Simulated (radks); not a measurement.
The gadolinium ion Gd4+, configuration [Kr] 4d9 4f7 5s2 5p6 (not the ground configuration).

Method: non-relativistic Kohn-Sham, PBE, spin-polarised, spherical densities, point nucleus; open shells are filled with parallel spins first (spin-orbit coupling, left out, can overturn this in heavy ions); relativity is left out, which matters for an element this heavy; computed with a radial shooting solver on a logarithmic mesh with Libxc functionals.

Energy parts (eV):
total: -294303.86
kinetic: 294219.11
electron-nucleus: -695400.44
Hartree: 113343.41
exchange-correlation: -6465.93

Orbitals (lengths in bohr, moments of r in powers of bohr):
| orbital | occ. | eigenvalue (eV) | <r> |
|---|---|---|---|
| 1s up | 1 | -47131.77 | 0.02370 |
| 1s down | 1 | -47131.75 | 0.02370 |
| 2s up | 1 | -7550.810 | 0.1009 |
| 2s down | 1 | -7550.100 | 0.1009 |
| 2p up | 3 | -7186.466 | 0.08558 |
| 2p down | 3 | -7185.950 | 0.08558 |
| 3s up | 1 | -1706.532 | 0.2606 |
| 3s down | 1 | -1702.630 | 0.2603 |
| 3p up | 3 | -1544.345 | 0.2504 |
| 3p down | 3 | -1540.742 | 0.2500 |
| 3d up | 5 | -1242.302 | 0.2222 |
| 3d down | 5 | -1239.454 | 0.2218 |
| 4s up | 1 | -378.7036 | 0.5853 |
| 4s down | 1 | -370.5601 | 0.5859 |
| 4p up | 3 | -315.1243 | 0.5983 |
| 4p down | 3 | -307.0320 | 0.5993 |
| 4d up | 5 | -201.7144 | 0.6301 |
| 4d down | 4 | -193.7490 | 0.6326 |
| 4f up | 7 | -62.2782 | 0.7580 |
| 4f down | 0 | -55.1184 | 0.7866 |
| 5s up | 1 | -85.6881 | 1.357 |
| 5s down | 1 | -82.9290 | 1.382 |
| 5p up | 3 | -67.0647 | 1.485 |
| 5p down | 3 | -64.8935 | 1.517 |

The highest occupied level is 4f up at -62.278 eV. Virial ratio -V/T = 2.00029. Spin moment in Bohr magnetons: 8. Summed over all electrons, <r^2> = 32.97 bohr^2, which gives a Langevin (diamagnetic) susceptibility term of -26.1 x 10^-6 cm^3/mol. The density falls to 0.001 e/bohr^3 at r = 3.13 bohr.
